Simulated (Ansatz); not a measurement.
Geometry optimisation, RKS PBE/def2-SVP (Ansatz 0.2.0).

Input file:

```yaml
crystal:
  periodic: [false, false, false]
  atoms:
    - { symbol: Hf, position_ang: [-0.276879, -0.076656, -0.664889] }
    - { symbol: F, position_ang: [-0.583381, 0.954693, 2.318754] }
    - { symbol: Cl, position_ang: [1.69721, -0.90638, 0.307602] }
    - { symbol: Cl, position_ang: [-0.240601, 2.236234, -1.077248] }
    - { symbol: Cl, position_ang: [-0.445095, -1.098485, -2.763358] }
    - { symbol: O, position_ang: [-1.938622, -0.618481, 0.353108] }
    - { symbol: Si, position_ang: [-3.524962, -1.211772, 0.368858] }
    - { symbol: H, position_ang: [-3.513411, -2.695523, 0.134093] }
    - { symbol: H, position_ang: [-4.109584, -0.916061, 1.721046] }
    - { symbol: H, position_ang: [-4.331266, -0.521831, -0.695445] }
    - { symbol: H, position_ang: [-1.340408, 0.421461, 2.20308] }
basis:
  gaussian: { orbitals: def2-SVP }
hamiltonian:
  xc: pbe
relax:
  f_tol: 0.03
  max_steps: 50
```

Launched with:

```bash
$ ansatz run input.yaml --threads 4 --pin off --max-ram 5120MiB --backend cpu --events-out ev --progress --plain --runs-dir out
```

**Question.** Where does it end, and by what steps?

**Answer.** The run converged. The force dipped under the threshold on the way, but the program's further checks kept it going. After 38 steps the energy has fallen by 0.936 eV; Cl4 moved furthest, 1.74 Å. Parted: F2–H11 (0.93 → 2.31 Å). Joined: Hf1–F2 (3.17 → 1.93 Å), O6–H11 (2.20 → 0.98 Å).

```
step  energy less start (eV)  largest force component (eV/Å)  accepted
   0                  0.0000                           1.142       yes
   2                 -0.2507                           0.360       yes
   4                 -0.2976                           0.172       yes
   6                 -0.3456                           0.281       yes
   8                 -0.3587                           0.074       yes
  10                 -0.3637                           0.100       yes
  12                 -0.3669                           0.063       yes
  14                 -0.3706                           0.199       yes
  16                 -0.4254                           0.713       yes
  18                 -0.6072                           2.702       yes
  20                 -0.7247                           2.415        no
  22                 -0.8538                           0.202       yes
  24                 -0.8653                           0.318       yes
  26                 -0.8698                           0.019       yes
  28                 -0.8741                           0.125       yes
  30                 -0.8981                           0.186       yes
  32                 -0.9182                           0.191       yes
  34                 -0.9282                           0.353       yes
  36                 -0.9334                           0.325       yes
  38                 -0.9361                           0.026       yes
```

```xyz
11
Properties=species:S:1:pos:R:3
Hf -0.194 0.454 -0.221
F -0.620 1.732 1.165
Cl 1.086 -1.389 0.514
Cl 1.415 1.772 -1.333
Cl -1.606 -0.022 -2.092
O -2.060 -0.400 0.896
Si -3.363 -1.466 0.452
H -2.740 -2.627 -0.245
H -3.990 -1.868 1.755
H -4.351 -0.737 -0.402
H -2.183 0.118 1.716
```

Whether the end is a true minimum wasn't checked by a vibrational analysis.

Time of the run: 2.2 min on 4 threads of Intel(R) Xeon(R) Platinum 8259CL CPU @ 2.50GHz (Skylake/Cascade Lake) (shared host), peak memory 0.29 GiB.
